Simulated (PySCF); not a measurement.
**`N[C@H]1C=CC[C@H](S)C1`, C₆H₁₁NS**

Geometry:
```json
{"atom": "N1", "x (Å)": "2.392", "y (Å)": "-0.193", "z (Å)": "0.798"}
{"atom": "C2", "x (Å)": "0.951", "y (Å)": "-0.341", "z (Å)": "0.665"}
{"atom": "C3", "x (Å)": "0.300", "y (Å)": "0.967", "z (Å)": "1.017"}
{"atom": "C4", "x (Å)": "-0.738", "y (Å)": "1.476", "z (Å)": "0.374"}
{"atom": "C5", "x (Å)": "-1.411", "y (Å)": "0.813", "z (Å)": "-0.788"}
{"atom": "C6", "x (Å)": "-1.003", "y (Å)": "-0.649", "z (Å)": "-0.922"}
{"atom": "S7", "x (Å)": "-1.958", "y (Å)": "-1.699", "z (Å)": "0.246"}
{"atom": "C8", "x (Å)": "0.499", "y (Å)": "-0.812", "z (Å)": "-0.728"}
{"atom": "H9", "x (Å)": "2.860", "y (Å)": "-1.068", "z (Å)": "0.586"}
{"atom": "H10", "x (Å)": "2.735", "y (Å)": "0.508", "z (Å)": "0.150"}
{"atom": "H11", "x (Å)": "0.654", "y (Å)": "-1.094", "z (Å)": "1.410"}
{"atom": "H12", "x (Å)": "0.753", "y (Å)": "1.485", "z (Å)": "1.850"}
{"atom": "H13", "x (Å)": "-1.152", "y (Å)": "2.429", "z (Å)": "0.673"}
{"atom": "H14", "x (Å)": "-2.497", "y (Å)": "0.889", "z (Å)": "-0.684"}
{"atom": "H15", "x (Å)": "-1.141", "y (Å)": "1.347", "z (Å)": "-1.706"}
{"atom": "H16", "x (Å)": "-1.298", "y (Å)": "-1.040", "z (Å)": "-1.899"}
{"atom": "H17", "x (Å)": "-1.744", "y (Å)": "-0.943", "z (Å)": "1.319"}
{"atom": "H18", "x (Å)": "0.784", "y (Å)": "-1.856", "z (Å)": "-0.878"}
{"atom": "H19", "x (Å)": "1.004", "y (Å)": "-0.207", "z (Å)": "-1.488"}
```

Method: PySCF 2.14.0, TDDFT BHandHLYP/def2-SVPD circular dichroism and optical rotation, one conformer, gas phase. Geometry: GFN2-xTB.

The molecule is flexible and this is one conformer; a measurement averages over conformers.

(1) Draw the ECD and absorption spectra from the lowest 8 states, each a Gaussian of half-width 0.3 eV at 1/e height.

Answers

(1) 
| E (eV) | λ (nm) | Δε (L mol⁻¹ cm⁻¹) | ε (L mol⁻¹ cm⁻¹) |
| --- | --- | --- | --- |
| 5.32 | 233 | +0.12 | 9.1 |
| 5.47 | 227 | +0.51 | 37.6 |
| 5.62 | 221 | +1.28 | 94.8 |
| 5.77 | 215 | +2.02 | 154 |
| 5.92 | 209 | +2.24 | 221 |
| 6.07 | 204 | +2.22 | 509 |
| 6.22 | 199 | +1.06 | 1380 |
| 6.37 | 195 | -3.75 | 2780 |
| 6.52 | 190 | -9.23 | 3990 |
| 6.67 | 186 | -6.97 | 4920 |
| 6.82 | 182 | +4.63 | 6640 |
| 6.97 | 178 | +20.20 | 9310 |
| 7.12 | 174 | +32.01 | 11200 |
| 7.27 | 171 | +28.44 | 10400 |

Δε uses R in velocity form, ε uses f in length form. Only the states computed contribute, so the short-wavelength end is incomplete.
